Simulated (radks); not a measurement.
Pt5+, configuration [Xe] 4f14 5d5. Method: scalar-relativistic Kohn-Sham, PBE, spin-polarised, spherical densities, finite nucleus; open shells are filled with parallel spins first (spin-orbit coupling, left out, can overturn this in heavy ions); Fermi nuclear charge, rms radius 5.427 fm; computed with a radial shooting solver on a logarithmic mesh with Libxc functionals.

Normalised radial functions P(r) = r R(r), r in bohr:

| r | 4f down | 5d up |
|---|---|---|
| 0.001717 | 0.0000 | 0.0000 |
| 0.002272 | 0.0000 | 0.0001 |
| 0.003006 | 0.0000 | 0.0002 |
| 0.004009 | 0.0000 | 0.0003 |
| 0.005305 | 0.0000 | 0.0007 |
| 0.007019 | 0.0000 | 0.0016 |
| 0.009287 | 0.0001 | 0.0033 |
| 0.01229 | 0.0003 | 0.0067 |
| 0.01639 | 0.0008 | 0.0138 |
| 0.02169 | 0.0020 | 0.0272 |
| 0.02869 | 0.0054 | 0.0513 |
| 0.03796 | 0.0138 | 0.0918 |
| 0.05023 | 0.0336 | 0.1527 |
| 0.06646 | 0.0777 | 0.2298 |
| 0.08864 | 0.1706 | 0.3011 |
| 0.1173 | 0.3357 | 0.3114 |
| 0.1552 | 0.5940 | 0.2011 |
| 0.2053 | 0.9261 | -0.0480 |
| 0.2717 | 1.2469 | -0.3405 |
| 0.3595 | 1.4236 | -0.4743 |
| 0.4794 | 1.3522 | -0.2757 |
| 0.6344 | 1.0629 | 0.1954 |
| 0.8394 | 0.6830 | 0.6936 |
| 1.111 | 0.3484 | 0.9557 |
| 1.469 | 0.1345 | 0.8773 |
| 1.944 | 0.0369 | 0.5698 |
| 2.593 | 0.0061 | 0.2470 |
| 3.431 | 0.0006 | 0.0683 |
| 4.54 | 0.0000 | 0.0101 |

4f down: eigenvalue -138.02 eV, 0 radial nodes, <r> = 0.513 bohr, 90 % of the charge inside 0.825 bohr. 5d up: eigenvalue -69.395 eV, 2 radial nodes at r = 0.196, 0.571 bohr, <r> = 1.38 bohr, 90 % of the charge inside 2.03 bohr.
